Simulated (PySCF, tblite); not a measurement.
Isomers of C6H16P2, one GFN2-xTB conformer each. Single-point energies are computed at PBE0/pcSseg-1 (PySCF, gas phase, no added dispersion term), electronic only.

Question: Rank them by PBE0/pcSseg-1 energy, lowest first (kJ/mol).
A. `[CH3:1][CH:2]([CH3:3])[P:4]([CH3:5])[CH2:6][CH2:7][PH2:8]` with C1–C2–P4–C5 -90°, C2–P4–C6–C7 -74°, P4–C6–C7–P8 -20°, C6–C7–P8–H -72° and -165°
B. `[CH3:1][CH:2]([CH3:3])[P:4]([CH3:5])[P:6]([CH3:7])[CH3:8]` with C1–C2–P4–C5 158°, C2–P4–P6–C7 159°
C. `[CH3:1][CH2:2][CH2:3][P:4]([CH3:5])[CH2:6][CH2:7][PH2:8]` with C1–C2–C3–P4 -175°, C2–C3–P4–C5 -78°, C3–P4–C6–C7 -84°, P4–C6–C7–P8 -34°, C6–C7–P8–H 94° and -174°
D. `[CH3:1][CH:2]([CH3:3])[P:4]([PH2:5])[CH:6]([CH3:7])[CH3:8]` with C1–C2–P4–P5 -70°, C2–P4–P5–H -171° and 97°, C2–P4–C6–C7 180°
E. `[CH3:1][P:2]([CH2:3][PH2:4])[C:5]([CH3:6])([CH3:7])[CH3:8]` with C1–P2–C3–P4 -79°, P2–C3–P4–H -166° and -73°
F. `[CH2:1]=[P@@:2]([PH2:3])([CH2:4][CH3:5])[CH:6]([CH3:7])[CH3:8]` with C1–P2–P3–H -36° and 55°, C1–P2–C4–C5 53°, C1–P2–C6–C7 93°
G. `[CH3:1][CH:2]([CH3:3])[CH2:4][P:5]([CH3:6])[CH2:7][PH2:8]` with C1–C2–C4–P5 175°, C2–C4–P5–C6 -81°, C4–P5–C7–P8 -88°, P5–C7–P8–H -48° and 44°

Answer: B (0.0), D (37.1), G (48.9), E (57.8), C (83.4), A (94.5), F (180.9).

Neighbours under 10 kJ/mol apart (CC(C)CP(C)CP and CP(CP)C(C)(C)C) can change places with a better method, another conformer or zero-point energy. GFN2-xTB itself gives, in the same order: 11.1, 0.0, 51.6, 60.3, 54.3, 48.4, 165.9. GFN2-xTB puts CC(C)P(P)C(C)C lowest instead; measured from each level's own lowest isomer, the values differ by up to 46.1 kJ/mol (CC(C)P(C)CCP: 48.4 against 94.5).

Which frontier levels, dipoles and rotational constants go with these structures?

```tsv
SMILES	HOMO (eV, PBE0/pcSseg-1)	LUMO (eV)	dipole (D)	A, B, C (MHz)
CC(C)P(C)P(C)C	-5.99	0.38	0.39	2059, 1013, 767.7
CC(C)P(P)C(C)C	-6.18	0.43	1.02	1637, 1122, 827.9
CC(C)CP(C)CP	-6.62	0.61	1.80	1924, 717.8, 615.2
CP(CP)C(C)(C)C	-6.51	0.54	1.94	2400, 802.7, 731.5
CCCP(C)CCP	-6.09	0.56	2.30	1840, 780.2, 646.1
CC(C)P(C)CCP	-5.81	0.40	1.81	1840, 997.5, 868.1
C=[P@@](P)(CC)C(C)C	-5.19	-0.02	1.42	1419, 1261, 875.1
```

What happens when harmonic zero-point energies from GFN2-xTB frequencies are added?

```tsv
SMILES	ZPE (kJ/mol)	electronic (kJ/mol)	with ZPE (kJ/mol)
CC(C)P(C)P(C)C	539.3	0.0	0.0
CC(C)P(P)C(C)C	536.0	37.1	33.8
CC(C)CP(C)CP	531.6	48.9	41.2
CP(CP)C(C)(C)C	530.8	57.8	49.2
CCCP(C)CCP	532.9	83.4	77.0
CC(C)P(C)CCP	532.7	94.5	87.9
C=[P@@](P)(CC)C(C)C	525.4	180.9	167.0
```

The zero-point energies span 13.9 kJ/mol. The order is unchanged.
